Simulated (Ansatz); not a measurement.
Consider the redistribution: `[F][GeH]([SH])[Cl]` + `[F][Ga]([F])[Cl]` → `[F][Ge]([SH])([Cl])[Cl]` + `[F][GaH][F]`.

Gas-phase electronic energies from Ansatz, PBE0-D4/def2-TZVP geometries. CBS: MP2 limit from def2 TZ/QZ plus the TZ coupled-cluster correction, frozen cores. Functionals use def2-TZVPP. For Ga, Ge outer-core shells are correlated without core-valence functions, which leaves a few kJ/mol of doubt a bond. Scalar relativity is left out up to krypton. One conformer a species, not always the lowest.

```json
{"level": "PBE0-D4", "ΔE (eV)": "0.25"}
{"level": "BHLYP-D4", "ΔE (eV)": "0.27"}
{"level": "revPBE", "ΔE (eV)": "0.25"}
{"level": "CCSD(T)/def2-SVP", "ΔE (eV)": "0.39"}
```

(1) What does CCSD(T)/CBS give? (Best estimate.)

Largest T1 diagnostic among the species: 0.015.

Results:

(1) The calculation gave: +0.27 eV. The listed levels differ from it by -0.02, 0.00, -0.02, 0.12 eV.

From BLYP to BHLYP (50 % exact exchange), in def2-TZVPP and without D4, ΔE moves by +0.07 eV. At CCSD(T), def2-SVP lies +0.12 eV from the extrapolated value and def2-TZVPP +0.02 eV.
